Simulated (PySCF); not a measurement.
**How the method changes the constants of CaO**

State: ¹Σ⁺ (singlet), closed shell. Set-up: Ca 6-31G(d,p), O 6-31G(d,p); no relativity (PySCF 2.14). De refers to Ca + O in their high-spin ground configurations, without counterpoise correction. A positive dipole means Ca(−)O(+). Levels whose curve was spin-contaminated or gave no clean fit are not listed.

```
      Level  Re (Å)  ωe (cm⁻¹)  De (eV)   μ (D)  CPU s a point (SCF and correlation, without the integrals)
        RHF   1.823        844    0.216  -10.99                                                       0.078
    RHF-MP2   1.881        652     3.65     n/a                                                        0.12
RHF-SCS-MP2   1.879        667     3.28     n/a                                                         n/a
   RHF-CCSD   1.867        723     2.62     n/a                                                         n/a
        LDA   1.785        818     6.26   -7.43                                                         0.6
        PBE   1.815        777     5.32   -7.50                                                        0.91
       PW91   1.813        784     5.43   -7.54                                                         1.1
     r²SCAN   1.808        806     4.98   -8.05                                                           2
      M06-L   1.812        808     4.83   -7.89                                                         2.5
       PBE0   1.797        819     4.31   -8.50                                                         1.5
    LC-ωPBE   1.779        856     4.52   -9.30                                                         1.3
```

Q: What does a quarter of exact exchange do here, going from PBE to PBE0?

A: PBE0 less PBE: -1.8 pm in Re, +5.4 % in ωe, -1.01 eV in De. Exact exchange removes part of the self-interaction that spreads semilocal densities, and in most molecules shortens and stiffens the bond and lowers De; so it does here.

Q: What does the gradient correction do here, going from LDA to PBE?

A: PBE less LDA: +3.0 pm in Re, -5.0 % in ωe, -0.94 eV in De. The gradient correction favours the more uneven density of free atoms, so it tends to lengthen bonds and takes away much of the overbinding of LDA; so it does here.

Q: What does second-order correlation do here, going from RHF to RHF-MP2?

A: RHF-MP2 less RHF: +5.8 pm in Re, -22.7 % in ωe, +3.43 eV in De. Correlation nearly always deepens the well. The bond lengthens, as in strong covalent bonds, where excitations into antibonding orbitals dominate.

Correlated steps freeze 6 core orbitals. Correlated levels converge slowly with the basis: in double zeta they bind strong bonds too weakly, by up to about 1 eV, and carry superposition errors of some tenths. Where the molecule has an RHF reference, its open-shell atoms are computed with UHF. The CCSD T1 diagnostic is raised, a sign that a single reference may not be enough here.

The whole job (state search and all levels along the bond) took about 2.9 min on 1 thread of Arm Neoverse N1 (shared host), peak memory 0.55 GiB.
